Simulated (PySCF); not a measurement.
Calculation: B3LYP-D3(BJ)/def2-TZVP // PBE0-D4/def2-TZVP (PySCF). Isolated molecules, 0 K electronic values unless said otherwise. One relaxed conformer stands for a flexible species; it need not be the lowest. B3LYP has the VWN-RPA correlation part, as in Gaussian. Delta-SCF ions had no search for a lower state. 

Reference species (SMILES): `C=CN=C` (C–C–N–C torsion 180°) (neutral, multiplicity 1).

The HOMO is -7.13 eV and the vertical ionisation energy (Delta-SCF) is 9.54 eV.

Changed species: `CN=C=C`.

Problem. Give the shifts of the HOMO and vertical ionisation energy (Delta-SCF).

Solution. the HOMO increases by 0.73 eV, to -6.40 eV; the vertical ionisation energy (Delta-SCF) falls by 0.68 eV, to 8.86 eV.
